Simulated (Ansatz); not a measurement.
`[CH3][Mo](=[O])([OH])=[S]` + NH₃ → `[CH3][Mo]([NH2])(=[O])=[S]` + H₂O at 700 K and 1 bar (ligand exchange at a Mo–O bond).

Computed with Ansatz on PBE0-D4/def2-TZVP structures; ΔE is electronic, products minus reactants. CBS: MP2 limit from def2 TZ/QZ plus the TZ coupled-cluster correction, frozen cores. This one scheme is used for every species. def2 core potentials past Kr. For Mo outer-core shells are correlated without core-valence functions, which leaves a few kJ/mol of doubt a bond. One conformer a species, not always the lowest.

```
                     species  CCSD(T)/CBS energy (Eh)  H − E (kJ/mol)  S (J/(mol·K))
 `[CH3][Mo](=[O])([OH])=[S]`               -656.83361           219.2          472.3
                         NH₃                -56.50880           116.9          226.5
`[CH3][Mo]([NH2])(=[O])=[S]`               -636.95679           255.8          481.3
                         H₂O                -76.37941            80.5          218.4
```

H − E and S are ideal-gas, rigid-rotor, harmonic terms from PBE0-D4/def2-TZVP, for one conformer and one mirror image of each species. 1 Eh = 2625.50 kJ/mol, R = 8.31446 J/(mol·K).

Question: By hand: ΔE, ΔH, ΔS and ΔG.

Answer: ΔE = (-636.95679) + (-76.37941) − (-656.83361) − (-56.50880) = 0.00621 Eh = 16.3 kJ/mol. Δ(H − E) = 255.8 + 80.5 − 219.2 − 116.9 = 0.2, so ΔH = 16.5 kJ/mol. ΔS = 481.3 + 218.4 − 472.3 − 226.5 = 0.9 J/(mol·K). ΔG = 16.5 − 700 × (0.9)/1000 = 15.9 kJ/mol.

Question: By hand: the equilibrium constant, and the temperature at which ΔG would vanish if ΔH and ΔS stayed fixed.

Answer: log₁₀ K = −ΔG/(RT ln 10) = -1.2. ΔG = 0 at ΔH/ΔS = 18333 K, far beyond where these terms or the molecules hold.

The number of gas molecules stays the same, so ΔS is small and ΔH decides. A doubt of 5 kJ/mol in ΔE shifts log₁₀ K by 0.4 here. Other conformers and mirror images would add mixing entropy, several J/(mol·K) or more a flexible species. These are equilibria of isolated gas molecules and say nothing of rates. Largest T1 diagnostic: 0.025 (customary marks: 0.02 for closed shells, 0.045 for open ones).
